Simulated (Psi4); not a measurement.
C₃H₉O₂Sn, doublet, geometry from GFN2-xTB (such geometries of metal compounds can be far from the true shape) (the spin is typed, not shown lowest) (all electrons, no relativity); Psi4 1.11 with PBE0/3-21G.

The Psi4 input:
```
memory 2 GB

molecule mol {
0 2
Sn    0.464040    0.331984    0.508524
C    -0.709882   -1.049571   -1.499258
C     0.016803   -2.341414   -1.650737
C    -0.720057   -0.115123   -2.655689
H    -1.648730   -1.114205   -0.959609
H    -0.535378   -3.000845   -2.330105
H     1.009492   -2.194597   -2.074622
H     0.103806   -2.859889   -0.697112
H    -1.032920    0.879140   -2.342721
H    -1.436994   -0.458933   -3.409449
H     0.257873   -0.054229   -3.129525
O    -0.756146    1.978942    0.373286
H    -1.351570    2.115459    1.107192
O    -0.483324   -0.437536    2.198383
H    -0.173002   -1.205715    2.670493
}

set {
  basis 3-21g
  reference uks
  scf_type pk
}

energy('pbe0')
print_variables()
```

**Question.** What does Psi4 print? Leave out banner, timings and long lists.

**Answer.** 
```
   => Loading Basis Set <=

    Name: 3-21G
    Role: ORBITAL
    Keyword: BASIS

         ---------------------------------------------------------
                                   SCF
               by Justin Turney, Rob Parrish, Andy Simmonett
                          and Daniel G. A. Smith
                              UKS Reference
         ---------------------------------------------------------

  ==> Geometry <==

    Molecular point group: c1
    Full point group: C1

    Geometry (in Angstrom), charge = 0, multiplicity = 2:

       Center              X                  Y                   Z               Mass
    ------------   -----------------  -----------------  -----------------  -----------------
         SN           0.392901937172     0.258714246959     0.400961687817   119.902201630000
         C           -0.781020062828    -1.122840753041    -1.606820312183    12.000000000000
         C           -0.054335062828    -2.414683753041    -1.758299312183    12.000000000000
         C           -0.791195062828    -0.188392753041    -2.763251312183    12.000000000000
         H           -1.719868062828    -1.187474753041    -1.067171312183     1.007825032230
         H           -0.606516062828    -3.074114753041    -2.437667312183     1.007825032230
         H            0.938353937172    -2.267866753041    -2.182184312183     1.007825032230
         H            0.032667937172    -2.933158753041    -0.804674312183     1.007825032230
         H           -1.104058062828     0.805870246959    -2.450283312183     1.007825032230
         H           -1.508132062828    -0.532202753041    -3.517011312183     1.007825032230
         H            0.186734937172    -0.127498753041    -3.237087312183     1.007825032230
         O           -0.827284062828     1.905672246959     0.265723687817    15.994914619570
         H           -1.422708062828     2.042189246959     0.999629687817     1.007825032230
         O           -0.554462062828    -0.510805753041     2.090820687817    15.994914619570
         H           -0.244140062828    -1.278984753041     2.562930687817     1.007825032230

  Running in c1 symmetry.

  Rotational constants: A =      0.09152  B =      0.04106  C =      0.03392 [cm^-1]
  Rotational constants: A =   2743.63602  B =   1230.89254  C =   1016.88310 [MHz]
  Nuclear repulsion =  581.459427367347189

  Charge       = 0
  Multiplicity = 2
  Electrons    = 93
  Nalpha       = 47
  Nbeta        = 46

  ==> Algorithm <==

[...]
      Ntotal   =   92.9999781046 ; deviation = -2.190e-05

   @Spin Contamination Metric:   1.608275966E-02
   @S^2 Expected:                7.500000000E-01
   @S^2 Observed:                7.660827597E-01
   @S   Expected:                5.000000000E-01
   @S   Observed:                5.000000000E-01

    Orbital Energies [Eh]
    ---------------------

    Alpha Occupied:

[...]
    Alpha Virtual:

[...]
      96A    208.027417

    Beta Occupied:

[...]
      46A     -0.230738

    Beta Virtual:

[...]
    Final Occupation by Irrep:
              A
    DOCC [    46 ]
    SOCC [     1 ]
    NA   [    47 ]
    NB   [    46 ]

  @UKS Final Energy: -6267.24198662902199

   => Energetics <=

    Nuclear Repulsion Energy =            581.4594273673471889
    One-Electron Energy =               -9800.9370022433486156
    Two-Electron Energy =                3100.9425235900171174
    DFT Exchange-Correlation Energy =    -148.7069353430372303
    Empirical Dispersion Energy =           0.0000000000000000
    VV10 Nonlocal Energy =                  0.0000000000000000
    Total Energy =                      -6267.2419866290219943

  UHF NO Occupations:
  HONO-2 :   45  A 1.9996496
  HONO-1 :   46  A 1.9930614
  HONO-0 :   47  A 1.0000000
  LUNO+0 :   48  A 0.0069386
  LUNO+1 :   49  A 0.0003504
  LUNO+2 :   50  A 0.0002156
  LUNO+3 :   51  A 0.0001339

Computation Completed

Properties will be evaluated at   0.000000,   0.000000,   0.000000 [a0]

Properties computed using the SCF density matrix

 Multipole Moments:

 ------------------------------------------------------------------------------------
     Multipole            Electronic (a.u.)      Nuclear  (a.u.)        Total (a.u.)
 ------------------------------------------------------------------------------------

 L = 1.  Multiply by 2.5417464519 to convert [e a0] to [Debye]
 Dipole X            :         12.6813942          -12.5021235            0.1792707
 Dipole Y            :         11.7832147          -12.8767847           -1.0935701
 Dipole Z            :         18.6086779          -18.9035069           -0.2948290
 Magnitude           :                                                    1.1467160

 ------------------------------------------------------------------------------------

  Variable Map:
  ----------------------------------------------------------------------------
[...]
  Array Variable Map:
  ----------------------------------------------------------------------------
[...]
[...]
```
